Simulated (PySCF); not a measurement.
Structure with atom numbers: `[CH2:1]=[CH:2][c:3]1[n:4][cH:5][c:6]([OH:7])[o:8]1`; H(Xn) means a hydrogen on atom n. Ha(C1) is cis to C3; Hb(C1) is trans to C3.

[PySCF: geometry from GFN2-xTB; shieldings: GIAO PBE0/pcSseg-1; no solvent; a single conformation; non-relativistic]

δ = σ(ref) − σ, references computed at the same level: ¹³C against TMS.

Do the ¹³C shifts follow the atomic charges (in e)? Tabulate both.

## Answers


| atoms | hybridisation | δ (ppm) | σ para (ppm) | Hirshfeld | IAO | Mulliken | ESP-fitted |
| --- | --- | --- | --- | --- | --- | --- | --- |
| C6 | sp2 | 165.1 | -234 | +0.13 | +0.35 | +0.38 | +0.28 |
| C3 | sp2 | 155.6 | -224 | +0.11 | +0.27 | +0.39 | +0.66 |
| C2 | sp2 | 133.1 | -199 | -0.05 | -0.16 | -0.17 | -0.34 |
| C1 | sp2 | 121.2 | -189 | -0.10 | -0.31 | -0.11 | -0.35 |
| C5 | sp2 | 107.2 | -174 | -0.07 | -0.16 | -0.00 | -0.01 |

Correlation coefficients of δ with charge over these carbons: Hirshfeld +0.93, IAO +0.90, Mulliken +0.80, ESP-fitted +0.66; with the paramagnetic shielding -1.00. With so few points these coefficients are fragile. Charge is one influence among several: hybridisation and low-lying excitations act through the paramagnetic term.

Shifts are as computed. Against solution values, carbons near 30 ppm lie about +3 ppm off and those near 130 ppm about +5 ppm. Of 1211 compounds with measured shifts, 218 miss one by over three times the rms of a fit or turn the order of signals round; such compounds aren't used in these exercises.
